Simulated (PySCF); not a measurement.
C5H13AsSi.
Numbering: `[SiH3:1][CH2:2][C@@H:3]1[CH2:4][CH2:5][CH2:6][AsH:7]1` (hydrogens: H8, H9, H10 on Si1; H11, H12 on C2; H13 on C3; H14, H15 on C4; H16, H17 on C5; H18, H19 on C6; H20 on As7)

Computed by this run: PySCF, PBE0-D3(BJ)/def2-SVP geometry optimisation, gas phase; density fitting, grid level 1; the optimiser is geomeTRIC in internal coordinates, started from a GFN2-xTB structure with every atom displaced at random (about 0.01 Å).

Step 0: E = -74085.3663 eV
```
atom  x, y, z in Å  |  force x, y, z in eV/Å
Si1     2.5022    0.7388   -0.1587   -1.090   0.192   0.339
C2      1.6313   -0.8157    0.4876   -0.401   0.334   0.642
C3      0.0907   -0.7834    0.5575    1.189   0.124  -0.060
C4     -0.5135   -0.7572   -0.8215   -2.570  -0.311   0.811
C5     -1.9453   -0.1688   -0.7009    1.233   0.674   0.339
C6     -1.7923    1.1744    0.0299    0.040  -0.761  -0.036
As7    -0.6049    0.7972    1.5814   -0.490  -0.014   0.013
H8      2.1238    1.0523   -1.5612   -0.050   0.040  -0.185
H9      2.1253    1.9205    0.7006    0.137  -0.145  -0.182
H10     3.9263    0.5280   -0.1097    1.090  -0.119   0.043
H11     2.0185   -1.0047    1.5040    0.192   0.040  -0.040
H12     1.9501   -1.6645   -0.1169    0.168  -0.406  -0.299
H13    -0.2515   -1.6742    1.0857   -0.121  -0.236   0.206
H14    -0.6018   -1.7598   -1.2391    0.309  -0.410  -0.258
H15     0.0373   -0.1417   -1.4895    0.864   0.746  -0.911
H16    -2.5720   -0.8180   -0.0902   -0.273  -0.391   0.088
H17    -2.4066   -0.0294   -1.6743   -0.311  -0.047  -0.499
H18    -1.3019    1.9031   -0.6132    0.232   0.352  -0.216
H19    -2.7512    1.5855    0.3365   -0.311   0.251   0.236
H20    -1.6988   -0.0159    2.2996    0.163   0.088  -0.032
```

Step 1: E = -74085.5417 eV
```
atom  x, y, z in Å  |  force x, y, z in eV/Å
Si1     2.5472    0.6969   -0.1835    0.117   0.044  -0.015
C2      1.6356   -0.8013    0.5337    0.045  -0.018  -0.081
C3      0.1075   -0.7649    0.5554   -0.158  -0.040   0.080
C4     -0.5569   -0.7135   -0.8262    0.237   0.224  -0.186
C5     -1.9645   -0.1454   -0.7143   -0.127  -0.066  -0.030
C6     -1.8721    1.1538    0.0713   -0.014   0.158  -0.020
As7    -0.6682    0.7872    1.6021    0.119   0.024  -0.059
H8      2.2468    0.8952   -1.6335   -0.009  -0.019  -0.055
H9      2.1863    1.9650    0.5196   -0.027  -0.009   0.035
H10     4.0298    0.4968   -0.0553   -0.113  -0.037   0.018
H11     2.0267   -0.9441    1.5553    0.006  -0.008   0.011
H12     1.9784   -1.6847   -0.0427   -0.024   0.062   0.059
H13    -0.2560   -1.6664    1.0788    0.046   0.075  -0.014
H14    -0.5528   -1.7130   -1.2897    0.009  -0.026  -0.059
H15     0.0368   -0.0518   -1.4980   -0.148  -0.201   0.174
H16    -2.6130   -0.8581   -0.1704    0.037   0.039  -0.053
H17    -2.4207    0.0080   -1.7110    0.056  -0.033   0.093
H18    -1.3973    1.9482   -0.5335   -0.038  -0.070   0.064
H19    -2.8449    1.5409    0.4154    0.069  -0.044  -0.006
H20    -1.6827   -0.0820    2.3339   -0.082  -0.053   0.047
```

Q: Estimate the geometry and energy of step 2. (The exact step hangs on the optimiser's Hessian estimate; all steps are aligned on step 1, rigid shifts and turns removed.)

A: E = -74085.5473 eV, largest force 0.067 eV/Å
```
atom  x, y, z in Å  |  force x, y, z in eV/Å
Si1     2.5439    0.6956   -0.1932    0.025   0.030  -0.025
C2      1.6328   -0.7960    0.5347    0.014   0.011  -0.008
C3      0.1048   -0.7620    0.5569   -0.045  -0.023   0.014
C4     -0.5506   -0.7078   -0.8288    0.043   0.051  -0.011
C5     -1.9607   -0.1441   -0.7156   -0.025  -0.005   0.002
C6     -1.8722    1.1537    0.0773   -0.004   0.025  -0.025
As7    -0.6680    0.7851    1.6063    0.006  -0.036   0.007
H8      2.2506    0.8777   -1.6500    0.007  -0.010   0.006
H9      2.1771    1.9655    0.5057   -0.012  -0.008   0.003
H10     4.0176    0.4817   -0.0496   -0.012  -0.012   0.009
H11     2.0236   -0.9333    1.5576    0.014   0.006  -0.001
H12     1.9762   -1.6811   -0.0337   -0.003  -0.005   0.011
H13    -0.2550   -1.6617    1.0809    0.004   0.003  -0.006
H14    -0.5423   -1.7046   -1.3014    0.003   0.000  -0.009
H15     0.0416   -0.0481   -1.4903   -0.027  -0.031   0.031
H16    -2.6070   -0.8615   -0.1797    0.003   0.006  -0.005
H17    -2.4126    0.0106   -1.7105    0.003   0.003   0.002
H18    -1.4003    1.9505   -0.5211   -0.006  -0.004   0.000
H19    -2.8438    1.5345    0.4242    0.000  -0.016   0.008
H20    -1.6901   -0.0882    2.3378    0.010   0.017  -0.007
```

The energy changes by -0.0056 eV. The first-order estimate −F·Δx gives -0.0099 eV and the mean of the old and new forces, exact on a quadratic surface, -0.0057 eV. The step makes an angle of 74° with the force vector and moves no atom by more than 0.024 Å.

The cost below is that of the whole optimisation. The run took 2.1 min on one thread, AMD EPYC 9R45 (x86_64), no GPU, shared host with 96 logical CPUs at a one-minute load of 20, and the process peaked at 0.84 GiB of memory.
